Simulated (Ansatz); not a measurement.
[GaBr6]3- (GaBr₆³⁻). Charge -3, multiplicity 1. Geometry r2SCAN-D4/def2-SVPD.

| atom | x (Å) | y (Å) | z (Å) |
| --- | --- | --- | --- |
| Ga1 | 0.000 | 0.000 | 0.000 |
| Br2 | 2.231 | 1.350 | 0.436 |
| Br3 | -2.231 | -1.350 | -0.436 |
| Br4 | 1.300 | -1.619 | -1.637 |
| Br5 | -1.300 | 1.619 | 1.637 |
| Br6 | -0.569 | 1.596 | -2.030 |
| Br7 | 0.569 | -1.596 | 2.030 |

A multiply charged anion in the gas phase is held together partly by the finite basis. At LDA (SPW92)/def2-SVP, PBE-D4/def2-SVP, PBE-D4/def2-SVPD, r2SCAN-D4/def2-SVP and others the highest occupied level of the charge -3 singlet lies above zero (up to 6.05 eV). By energy differences it is unbound by 3.88 eV (vertical, against the charge -2 doublet, at PBE-D4/def2-SVP) and held by the finite basis.

**Question.** Estimate the orbital energies around the gap (eV) in Ansatz with LDA (SPW92)/def2-SVP, PBE-D4/def2-SVP, PBE-D4/def2-SVPD, r2SCAN-D4/def2-SVP, PBE0-D4/def2-SVP.

**Answer.** 
| orbital | LDA (SPW92)/def2-SVP | PBE-D4/def2-SVP | PBE-D4/def2-SVPD | r2SCAN-D4/def2-SVP | PBE0-D4/def2-SVP |
| --- | --- | --- | --- | --- | --- |
| HOMO−13 | 4.77 | 4.88 | 3.45 | 4.41 | 3.39 |
| HOMO−12 | 4.77 | 4.88 | 3.45 | 4.41 | 3.39 |
| HOMO−11 | 4.77 | 4.88 | 3.45 | 4.41 | 3.39 |
| HOMO−10 | 5.19 | 5.29 | 3.83 | 4.82 | 4.01 |
| HOMO−9 | 5.19 | 5.29 | 3.83 | 4.82 | 4.01 |
| HOMO−8 | 5.52 | 5.61 | 4.18 | 5.15 | 4.19 |
| HOMO−7 | 5.52 | 5.61 | 4.19 | 5.15 | 4.19 |
| HOMO−6 | 5.52 | 5.61 | 4.19 | 5.15 | 4.19 |
| HOMO−5 | 5.54 | 5.64 | 4.20 | 5.18 | 4.26 |
| HOMO−4 | 5.54 | 5.64 | 4.20 | 5.18 | 4.26 |
| HOMO−3 | 5.54 | 5.64 | 4.20 | 5.18 | 4.26 |
| HOMO−2 | 5.97 | 6.05 | 4.65 | 5.60 | 4.67 |
| HOMO−1 | 5.97 | 6.05 | 4.65 | 5.60 | 4.67 |
| HOMO | 5.97 | 6.05 | 4.65 | 5.60 | 4.67 |
| LUMO | 8.59 | 8.82 | 6.93 | 8.80 | 9.43 |
| LUMO+1 | 12.81 | 13.06 | 8.02 | 13.30 | 13.85 |
| LUMO+2 | 12.81 | 13.06 | 8.03 | 13.30 | 13.85 |
| LUMO+3 | 12.81 | 13.06 | 8.03 | 13.30 | 13.85 |
| LUMO+4 | 15.03 | 15.41 | 8.03 | 15.94 | 16.24 |
| LUMO+5 | 17.49 | 17.81 | 8.17 | 18.25 | 18.76 |
